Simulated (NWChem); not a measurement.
BSiH$_{4}$OF; SMILES FB([SiH3])O

```xyz
8

B     -0.0168    -0.5706     0.0024
F      1.1274    -1.2660    -0.0001
O     -1.1794    -1.2470     0.0001
H     -1.0496    -2.2057    -0.0041
Si     0.0204     1.4620     0.0004
H     -1.3547     2.0349     0.1134
H      0.6433     1.9599    -1.2670
H      0.8487     1.9662     1.1406
```
Atoms are numbered in this order, from 1.

Results from NWChem. Pople sets run with spherical d functions. Coordinates come from a PBE0/def2-SVP optimisation. LC-ωPBE (HJS hole) with 6-31G*; x = 1 − exp(−ω/0.25 bohr⁻¹) is a scale chosen for this fit.

```
row           x  −ε(HOMO) (eV)
--------  -----  -------------
ω = 0.05  0.181           7.92
ω = 0.10  0.330       withheld
ω = 0.15  0.451           9.27
ω = 0.35  0.753          11.01
ω = 0.80  0.959          12.42
```

Problem. Fit a straight line of the last column on the one before it, predict the withheld value, and compare with the run.

Solution. 
1. Means of the 4 shown rows: x = 0.5860, y = 10.155. Slope Σ(x − x̄)(y − ȳ)/Σ(x − x̄)² = 2.012/0.3493 = 5.761; intercept 6.779.
2. The shown rows scatter about the line by 0.107 (root mean square); the largest residual is +0.12, at ω = 0.80.
3. At x = 0.330 (ω = 0.10; inside the shown range) the line gives 8.68.
4. The run gives 8.63, -0.05 from the line, 0.5 times the scatter.
